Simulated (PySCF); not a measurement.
2-methylprop-2-en-1-amine (C4H9N), SMILES C=C(C)CN.

Geometry: B3LYP-D3(BJ)/def2-SVP. One conformer was computed; it need not be the lowest.

All values below come from SMD-M06-2X/def2-SVP run with PySCF.

Solvation free energies are E(SMD) − E(gas) at the gas-phase geometry, for 1 M in both phases. In vacuum the dipole moment is 1.20 D.

Q: Rank water, dichloromethane, diethylether by solvation free energy, most negative first.

A: dichloromethane (-4.7 kcal/mol), diethylether (-3.8 kcal/mol), water (-2.0 kcal/mol)
